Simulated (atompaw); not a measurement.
# Reading a pseudo-wave (Ta (Z = 73))

Columns: radius, all-electron u(r) and pseudo u(r) of the 5p shell (level -46.62 eV) of tantalum in the configuration [Kr] 4d10 4f14 5s2 5p6 5d3 6s1 6p0; PBE, scalar-relativistic, PAW (atompaw) scheme, atompaw 4.2.0.5.

```json
{"r (bohr)": "0.115", "all-electron": "0.2617", "pseudo": "0.0268"}
{"r (bohr)": "0.231", "all-electron": "0.0171", "pseudo": "0.1051"}
{"r (bohr)": "0.346", "all-electron": "-0.4903", "pseudo": "0.2244"}
{"r (bohr)": "0.462", "all-electron": "-0.4146", "pseudo": "0.3729"}
{"r (bohr)": "0.577", "all-electron": "-0.0255", "pseudo": "0.5315"}
{"r (bohr)": "0.692", "all-electron": "0.3896", "pseudo": "0.6844"}
{"r (bohr)": "0.808", "all-electron": "0.7106", "pseudo": "0.8171"}
{"r (bohr)": "0.923", "all-electron": "0.9083", "pseudo": "0.9153"}
{"r (bohr)": "1.038", "all-electron": "1.0022", "pseudo": "0.9730"}
{"r (bohr)": "1.154", "all-electron": "1.0185", "pseudo": "0.9884"}
{"r (bohr)": "1.269", "all-electron": "0.9826", "pseudo": "0.9644"}
{"r (bohr)": "1.385", "all-electron": "0.9146", "pseudo": "0.9082"}
{"r (bohr)": "1.500", "all-electron": "0.8306", "pseudo": "0.8307"}
{"r (bohr)": "1.615", "all-electron": "0.7405", "pseudo": "0.7422"}
{"r (bohr)": "1.731", "all-electron": "0.6503", "pseudo": "0.6511"}
{"r (bohr)": "1.846", "all-electron": "0.5656", "pseudo": "0.5656"}
{"r (bohr)": "1.962", "all-electron": "0.4871", "pseudo": "0.4871"}
{"r (bohr)": "2.077", "all-electron": "0.4172", "pseudo": "0.4172"}
{"r (bohr)": "2.192", "all-electron": "0.3554", "pseudo": "0.3554"}
{"r (bohr)": "2.308", "all-electron": "0.3009", "pseudo": "0.3009"}
{"r (bohr)": "2.423", "all-electron": "0.2542", "pseudo": "0.2542"}
{"r (bohr)": "2.538", "all-electron": "0.2141", "pseudo": "0.2141"}
{"r (bohr)": "2.654", "all-electron": "0.1795", "pseudo": "0.1795"}
{"r (bohr)": "2.769", "all-electron": "0.1504", "pseudo": "0.1504"}
{"r (bohr)": "2.885", "all-electron": "0.1255", "pseudo": "0.1255"}
{"r (bohr)": "3.000", "all-electron": "0.1047", "pseudo": "0.1047"}
```

How many radial nodes do the two functions have?

The all-electron 5p function has n − l − 1 = 3 (the table is too coarse to show those close to the nucleus); the pseudo-wave has 0, since the states of the same l below it are removed with the core.

At about which radius was the pseudo-wave matched?

1.90 bohr, where the columns begin to agree (steps of 0.12 bohr).

Is the pseudo-wave norm-conserving?

No, it belongs to a PAW set: the norm inside the radius is not constrained, and the difference is carried by the augmentation charge.
